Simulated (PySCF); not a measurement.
**Bromine: a sound run and one with changed settings**

Sound run: Br [Ar] 3d10 4s2 4p5, Br⁺ [Ar] 3d10 4s2 4p4. All numbers are calculated (PySCF 2.14, scalar relativity by spin-free X2C-1e, in x2c-SVPall (5s4p3d, 32 functions)). In the sound run the correlated levels freeze [Ar] 3d10. The sound run starts from symmetry-adapted Hartree-Fock orbitals and uses a fine grid where one is needed.

A second run was set up differently.

| species | method | sound run (hartree) | changed run (hartree) | converged |
| --- | --- | --- | --- | --- |
| Br | MP2 | -2604.05483 | -2604.02173 | yes |
| Br | CCSD(T) | -2604.07064 | -2604.03159 | yes |
| Br⁺ | MP2 | -2603.63875 | -2603.59901 | yes |
| Br⁺ | CCSD(T) | -2603.65586 | -2603.60744 | yes |

Ionisation energy of Br:

```csv
method,sound run (eV),changed run (eV)
UHF,10.763,10.763
MP2,11.322,11.503
SCS-MP2,11.304,11.548
CCSD,11.282,11.535
CCSD(T),11.287,11.542
```

Task: What was changed?
A. a valence shell is frozen
B. basis contracted for another Hamiltonian
C. too few SCF iterations
D. minimal basis

Result: A. Freezing a valence shell removes pair correlation that changes on ionisation.
